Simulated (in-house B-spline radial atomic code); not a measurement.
Computed with a B-spline radial atomic code. Model: two electrons, singlet ground state, non-relativistic, full CI in B-splines with partial waves to l = 8 (at full coupling up to 3e-4 hartree above the limit, correlation up to 0.6 % small), density held at that of full coupling by Lieb maximisation.

W(λ) is the mean repulsion in the state of coupling λ less the Hartree energy of the fixed density. Its start is exact exchange, its initial slope is twice the second-order Görling-Levy correlation energy, and its area from 0 to 1 is E_xc. A straight curve means weak, dynamic correlation, and a curve that drops fast and flattens means strong correlation.

Command:
```bash
python run_ac.py task.json out
```
Settings (lengths in bohr, energies in hartree):
```
potential              yukawa
strength               2.21
lmax                   8
second                 0.553
```

Cost of the run: 56 s on 1 thread of Intel(R) Xeon(R) Processor @ 2.30GHz, on a shared host.

**W = mean repulsion less Hartree energy, and W of three functionals.**

Given: confinement screened point charge; nuclear charge 2.21; screening of the nucleus 0.553 1/bohr; external potential -Z exp(-k r)/r.

Computed: LDA exchange minus exact 143.03 millihartree; SCAN exchange minus exact -9.1998 millihartree.

```
coupling  W xc (hartree)  W xc minus exchange (millihartree)  kinetic minus Kohn-Sham (millihartree)  LDA (PW92) W minus its exchange (millihartree)  PBE W minus its exchange (millihartree)  SCAN W minus its exchange (millihartree)
       0         -1.0622                                   0                                       0                                               0                                        0                                         0
    0.02         -1.0641                              -1.984                                    0.02                                          -11.91                                    -1.68                                     -1.81
    0.05         -1.0671                              -4.926                                    0.12                                          -24.36                                    -4.25                                     -4.46
    0.12               ?                                   ?                                       ?                                               ?                                        ?                                         ?
    0.25               ?                                   ?                                       ?                                               ?                                        ?                                         ?
     0.4         -1.0987                             -36.575                                    7.11                                          -105.6                                   -33.61                                    -32.05
     0.6         -1.1148                             -52.683                                   15.14                                         -135.87                                   -49.17                                    -45.85
     0.8         -1.1297                             -67.549                                   25.52                                         -161.09                                   -63.74                                    -58.55
       1         -1.1435                             -81.303                                   37.88                                         -182.86                                   -77.37                                    -70.32
     1.4         -1.1681                             -105.92                                    67.3                                         -219.27                                  -102.11                                    -91.52
       2         -1.1991                             -136.91                                  119.68                                         -262.23                                  -133.97                                   -118.65
       3         -1.2392                             -177.01                                  218.91                                         -315.48                                  -176.68                                   -154.92
     4.5         -1.2818                              -219.6                                  376.57                                         -371.66                                  -224.65                                    -195.4
       7         -1.3271                             -264.94                                   632.5                                          -433.6                                  -280.03                                   -241.14
```

Question: What belongs in the row 0.12?

Answer: W xc (hartree): -1.0738; W xc minus exchange (millihartree): -11.643; kinetic minus Kohn-Sham (millihartree): 0.69; LDA (PW92) W minus its exchange (millihartree): -46.58; PBE W minus its exchange (millihartree): -10.26; SCAN W minus its exchange (millihartree): -10.42.

Question: What belongs in the row 0.25?

Answer: W xc (hartree): -1.0858; W xc minus exchange (millihartree): -23.589; kinetic minus Kohn-Sham (millihartree): 2.9; LDA (PW92) W minus its exchange (millihartree): -77.61; PBE W minus its exchange (millihartree): -21.3; SCAN W minus its exchange (millihartree): -20.85.

Question: What is the PBE exchange minus exact?

Answer: 5.2432 millihartree.

**Energy parts, natural occupations and partial-wave weights.**

Computed: total energy -1.6882 hartree; exchange energy -1.0622 hartree; correlation energy -0.043418 hartree; initial slope twice GL2 -0.099623 hartree; kinetic part over minus potential part 0.46597; Kohn-Sham kinetic 3.199 hartree; Lieb Oxford ratio E_xc over LDA exchange 1.2029.

```
natural  occupation of the shell (electrons)
      s                               1.9836
      s                                    ?
      p                             0.006638
      d                           0.00028622
      p                           0.00023939
      s                           0.00015445
```

Question: What belongs in the row s?

Answer: occupation of the shell (electrons): 0.0089233.

```tsv
wave	weight
s	0.99636
p	?
d	0.0001614
f	2.2201e-05
g	5.0843e-06
```

Question: What belongs in the row p?

Answer: weight: 0.0034507.

Question: What is the kinetic part of the DFT correlation energy?

Answer: 0.037885 hartree.

Question: What is the Hartree energy?

Answer: 2.1243 hartree.

Half-way to full coupling W has made 55 % of its drop, against 50 % for a straight line, and second-order (GL2) theory, half the initial slope, overshoots the correlation energy by about 15 %: a moderate bend, as in light atoms. Over couplings 0 to 1 the errors in E_xc come to about +73 millihartree for LDA, +8.1 millihartree for PBE, -3.6 millihartree for SCAN, so SCAN is nearest. In LDA and SCAN the errors of exchange and correlation have opposite signs, so the sum is smaller than the larger of the two.
